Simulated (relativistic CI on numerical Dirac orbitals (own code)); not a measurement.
Cu⁴⁺ in a cubic cluster: L2,3 absorption with charge transfer

Computed with a charge-transfer multiplet model of a cubic metal-ligand cluster with up to 3 ligand holes, Slater and spin-orbit integrals from Dirac-Coulomb-Breit ions, Slater integrals scaled by 0.7. The ground state mixes d7 with configurations of k ligand holes L, whose averages lie at kΔ + k(k − 1)U_dd/2; a core hole lowers each added d electron by U_cd. 300 K, Lorentzian 0.4 eV and Gaussian 0.3 eV FWHM.

Atomic integrals in eV (Slater integrals scaled, ζ unscaled), ground: F2dd 10.358, F4dd 6.495, zeta_d 0.120; with the core hole: F2dd 10.861, F4dd 6.812, zeta_d 0.150, zeta_core 13.370, F2cd 6.618, G1cd 5.133, G3cd 2.922.

Cluster parameters (eV): U_dd = 8.4, U_cd = 10.1, 10Dq = 0.2, 10Dq(ligand) = 1, V(eg) = 1.9, V(t2g) = -0.95, final-state hopping factor = 0.8.

Weights, n_d and S are thermal averages at 300 K. Photon energies count from the first peak over 30 % of the highest in each spectrum, which can be another peak from case to case. The parameters are a model scan and need not match a compound or its usual spin state. Peaks in eV (height, largest 100): 0.0 (52), 1.0 (95), 1.4 (100), 4.0 (23), 4.7 (13), 6.2 (14), 7.9 (6), 22.0 (18), 22.7 (18), 26.0 (6).

Problem. Which parameters give this spectrum?
A. Δ = 1.4 eV
B. Δ = -0.6 eV
C. Δ = -3.6 eV
D. Δ = 0.4 eV
E. Δ = -2.6 eV

Solution. B. Δ = -0.6 eV; the ground state then has 7.56 d electrons and S = 1.49. The choice follows from running the model for each set and comparing peak positions and heights.
